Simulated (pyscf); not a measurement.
This saddle point was located with ωB97X-D3(BJ)/def2-SVP in PySCF.

```xyz
8

Cl     0.2141     0.7514     1.4873
In     1.1585     0.9273    -0.8358
Cl     2.8161     2.5219    -0.8397
Se    -0.3576    -0.7231    -1.5743
Si    -1.2538    -1.0270     0.9327
H     -0.5595    -2.3368     0.9198
H     -2.5686    -0.9198     0.2465
H     -1.6488    -0.8338     2.3665
```

Surface: singlet, charge 0. Lowest wavenumbers (cm⁻¹): 225i, 38, 79, 89, 135.

Question: Which two sides does it connect, and which bonds change?

Answer: H₃Si–Se–In(Cl)–Cl (SMILES [SiH3][Se][In]([Cl])[Cl]) ⇌ H₃Si–Cl (SMILES [SiH3]Cl) + Cl–In=Se (SMILES [Cl][In]=[Se]), an elimination read from left to right: Cl–In, Se–Si broken and Cl–Si formed. At ωB97M-D3(BJ)/def2-TZVP it lies +1.58 eV from the left side and +0.23 eV from the right (each side as separated species at their lowest minima found). On the product side the descent ends in an adduct with a Cl–In contact, 0.38 eV under the separated species and 0.34 eV under the saddle at ωB97X-D3(BJ)/def2-TZVP. What is counted as broken (Cl–In) persists as a longer contact in the product adduct; parting that adduct is a step of its own. One saddle was located; it need not be the lowest between these sides. Elements up to Kr have no core potential and no relativistic terms here. Elements past Kr carry the def2 core potentials, without spin-orbit coupling.
